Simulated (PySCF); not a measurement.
C7H10N (doublet state).
Cartesian coordinates in Å at the GFN2-xTB level; atoms count from 1:
```xyz
18
C7H10N angstrom
C      2.772    0.454   -0.420
N      1.583    0.351   -0.793
C      0.597   -0.230    0.064
C     -0.239   -1.260   -0.728
C     -1.712   -1.090   -0.282
C     -1.758    0.316    0.196
C     -1.288    1.449   -0.610
C     -0.413    0.836    0.485
H      3.483    0.920   -1.086
H      3.153    0.099    0.546
H      1.042   -0.681    0.969
H      0.121   -2.275   -0.570
H     -0.146   -1.021   -1.787
H     -2.411   -1.291   -1.094
H     -1.936   -1.769    0.544
H     -1.665    2.437   -0.388
H     -1.037    1.307   -1.653
H     -0.155    1.456    1.330
```

The hyperfine couplings belong to this conformer and change with its torsions.

The species is `C=N[C@@H]1CC[C]2C[C@@H]21` [radical].

The calculation used UKS B3LYP, pcH-1 on C H N, non-relativistic, mean-field spin-orbit, GIAO (PySCF). The structure is a single GFN2-xTB conformer in the gas phase; no vibrational or solvent corrections. Couplings are sensitive to structure, and on GFN2-xTB geometries they can be far from those on DFT ones. Stability of the SCF solution: not tested.

(1) Break the g tensor into its mass correction, gauge correction and orbital-Zeeman/spin–orbit terms.

(2) What effective moment and Curie constant follow for a powder?

(3) What are the electron Larmor frequencies g μB B/h along the three axes at 330 mT?

(4) In a frozen sample, at which fields do the three g values resonate at 9.5, 34, 94 and 263 GHz (hyperfine left aside), and which band first spreads them over more than twice a line width of 1.0 mT?

## Answers

(1) 
```csv
Δg (ppm),1,2,3
relativistic mass correction,-155,-155,-155
gauge correction,13,19,1
orbital Zeeman/spin–orbit,-35,528,1025
total,-177,392,871
```

So g = 2.00214, 2.00271, 2.00319 and g_iso = 2.00268; the tensor is rhombic: the two nearest values differ by 46 % of g3 − g1. 

(2) With the mean of g² = 4.0107 and S(S+1) = 0.75: μ_eff = √(⟨g²⟩S(S+1)) = 1.734 μB and χT = 0.12505·⟨g²⟩·S(S+1) = 0.376 cm³ K/mol (cgs; spin-Hamiltonian part alone).

(3) 9.2474, 9.2500, 9.2523 GHz for g1, g2 and g3, a range of 4.8 MHz.

(4) 
| band | GHz | B(g3) mT | B(g2) mT | B(g1) mT | spread mT |
| --- | --- | --- | --- | --- | --- |
| X | 9.5 | 338.84 | 338.92 | 339.01 | 0.18 |
| Q | 34.0 | 1212.68 | 1212.97 | 1213.31 | 0.63 |
| W | 94.0 | 3352.70 | 3353.50 | 3354.45 | 1.75 |
| J | 263.0 | 9380.42 | 9382.66 | 9385.32 | 4.91 |

The spread grows in proportion to the frequency. J band is the first where it exceeds 2.0 mT.

The largest Mulliken spin population is on C6 (+0.89). The angles at C6 add up to 297.3°, so it is pyramidal.

The HOMO–LUMO gaps are 5.35 eV among the α and 5.00 eV among the β orbitals.
